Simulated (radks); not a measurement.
Neutral tellurium inside a hard spherical wall (all orbitals vanish at R), configuration held at [Kr] 4d10 5s2 5p4 and not refilled when levels cross. Calculated with a radial shooting solver on a logarithmic mesh with Libxc functionals: scalar-relativistic Kohn-Sham, PBEsol, spin-polarised, spherical densities, finite nucleus; open shells are filled with parallel spins first (spin-orbit coupling, left out, can overturn this in heavy ions); Fermi nuclear charge, rms radius 4.7423 fm. Eigenvalues in eV for spin up, with the zero of energy where the potential of the charges vanishes at infinity; a dash marks a level that is unbound or too diffuse for the functional's potential to be trusted. A positive occupied level is held by the wall or, in an anion where self-interaction has pushed it up, behind a barrier. The pressure on the wall is -dE/dV.

| R (bohr) | E (hartree) | kinetic (hartree) | e(4p) | e(4d) | e(5s) | e(5p) | e(6s, empty) | e(5d, empty) | pressure (GPa) |
|---|---|---|---|---|---|---|---|---|---|
| free | -6791.39985 | 7114.696 | -114.19 | -41.587 | -15.636 | -6.470 | - | - | 0 |
| 15 | -6791.39985 | 7114.696 | -114.19 | -41.587 | -15.636 | -6.470 | -0.469 | 0.991 | < 0.0001 |
| 12 | -6791.39984 | 7114.697 | -114.19 | -41.585 | -15.635 | -6.469 | -0.303 | 1.279 | 0.000241 |
| 8 | -6791.39765 | 7114.717 | -114.05 | -41.454 | -15.527 | -6.364 | 1.200 | 2.456 | 0.106 |
| 6 | -6791.36846 | 7114.916 | -113.14 | -40.558 | -14.836 | -5.622 | 5.507 | 4.811 | 2.75 |
| 4 | -6790.87618 | 7117.304 | -106.94 | -34.547 | -9.897 | 0.516 | 29.181 | 16.287 | 114 |
| 2.5 | -6785.17538 | 7138.463 | -82.769 | -11.473 | 21.556 | 39.629 | 145.69 | 72.486 | 4460 |
